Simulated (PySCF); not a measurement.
From computed data to an observable: chemical shift, span and skew from a shielding tensor

CNO, SMILES O=C=[N] (connectivity only; charge and spin as stated), charge -1, multiplicity 1. Atoms are numbered in the order given.

```xyz
3

N      0.0000     0.0000     1.2579
C      0.0000     0.0000     0.0718
O      0.0000     0.0000    -1.1545
```
Charge -1, spin multiplicity 1.

Geometry: B3LYP-D3(BJ)/def2-TZVPD. The multiplicity is an assumed one; other spin states were not compared. The isomer is the one that the SMILES or the coordinates give; other isomers of the formula were not compared.

GIAO shieldings from PySCF with PBE0/pcSseg-2, non-relativistic, no solvent. The symmetric part of the tensor of C2 has the principal values -70.9, -70.9, 288.8 ppm. The same nucleus in TMS has σ = 186.1 ppm at this level (PySCF, at its B3LYP-D3(BJ)/def2-TZVP geometry).

Question: Work out the isotropic shielding, the ¹³C shift against TMS, the span and the skew.

Answer: 
σ(iso) = (σ11 + σ22 + σ33)/3 = 49.0 ppm. δ = σ(ref) − σ(iso) = 186.1 − (49.0) = 137.1 ppm.
Span Ω = σ33 − σ11 = 359.7 ppm. Skew κ = 3(σ(iso) − σ22)/Ω = 1.00, an axial tensor. Tumbling in solution averages the tensor to δ; in a static solid the shielding alone would spread this spin-1/2 line over Ω.
